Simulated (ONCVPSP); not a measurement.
## ruthenium, ONCV: configuration errors across variants

ONCVPSP 4.0.1 input, shortened (lines: element, Z, core and valence counts, functional; n l f; lmax; l rc ep ncon nbas qcut; lloc lpopt rc5 dvloc0; l nproj debl; icmod fcfact rcfact), PBEsol, scalar-relativistic:

```
  Ru 44.00    6    4  -116133      upf
    1    0    2.00
    2    0    2.00
    2    1    6.00
    3    0    2.00
    3    1    6.00
    3    2   10.00
    4    0    2.00
    4    1    6.00
    4    2    7.00
    5    0    1.00
    2
    0    2.00    0.00    4    7    7.60
    1    1.80    0.00    5    8    6.10
    2    2.25    0.00    5   10    7.30
    4    1    1.75    0.00
    0    2    2.20
    1    2    0.30
    2    2    3.60
    3    4.75    1.75
```

In the p channel the program set the typed energies aside and used -1.704, 0.250 Ha.

All-electron excitation energies from the reference (eV): (1) 4s2 4p6 4d7 5s0 7.300; (2) 4s2 4p6 4d6 5s0 25.484; (3) 4s2 4p6 4d5 5s0 56.094; (4) 4s2 4p6 4d7 5s0 5p1 3.520.

Errors AE − PS in meV (a dash: test not solved or not reliable):

```csv
change,(1),(2),(3),(4),bound ghosts,GHOST(+) flags above zero
base,-2.4,-1.6,+18,-1.3,none,none
"core correction Teter function, fcfact 4.75, rcfact 1",-1.8,-1.7,+19,-1.0,none,none
"core correction Teter function, fcfact 4.75, rcfact 1.16",-1.8,-1.7,+19,-1.0,none,none
"core correction Teter function, fcfact 4.75, rcfact 1.3",-1.7,-1.7,+20,-1.1,none,none
"core correction Teter function, fcfact 4.75, rcfact 1.54",-1.9,-1.6,+21,-1.1,none,none
"core correction Teter function, fcfact 4.75, rcfact 1.84",-2.8,-2.0,+14,-1.5,none,none
"core correction Teter function, fcfact 4.75, rcfact 2.06",-4.0,-6.4,-17,-1.9,none,none
```

Q: Give the same row for: core correction Teter function, fcfact 4.75, rcfact 1.62.

A: -2.0, -1.6, +20, -1.2; bound ghosts: none; GHOST(+) flags above zero: none.
